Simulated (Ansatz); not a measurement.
Isolated molecules relaxed with PBE0-D4/def2-TZVP in Ansatz; ΔE leaves out vibrations. CCSD(T)/CBS adds triple-zeta CCSD(T) − MP2 to the extrapolated MP2 energy (def2 sets, frozen cores). DFT in def2-TZVPP. HSE06 is defined as in plane-wave codes. For As outer-core shells are correlated without core-valence functions, which leaves a few kJ/mol of doubt a bond. Scalar relativity is left out up to krypton. One conformer a species, not always the lowest.

Consider the cleavage of the Si–As bond: `O[AsH][SiH3]` + `[OH][Al]([SH])[SH]` → `[SiH3][O][Al]([SH])[SH]` + `O[AsH2]`.

| level | ΔE (eV) |
| --- | --- |
| r2SCAN0-D4 | -0.89 |
| HSE06-D4 | -0.77 |
| PBE | -0.68 |
| HSE06 | -0.77 |

Q: What does CCSD(T)/CBS give? (Best estimate.)

A: The calculation gave: -0.90 eV. The listed levels differ from it by 0.01, 0.13, 0.22, 0.13 eV.

Largest T1 diagnostic among the species: 0.012.

From r2SCAN to r2SCAN0 (25 % exact exchange), in def2-TZVPP and without D4, ΔE moves by −0.04 eV. At CCSD(T), def2-SVP lies −0.07 eV from the extrapolated value and def2-TZVPP −0.03 eV. In def2-TZVPP, CCSD(T) changes the Hartree–Fock value by +0.27 eV (the triples alone add +0.04 eV) and MP2 by +0.25 eV.
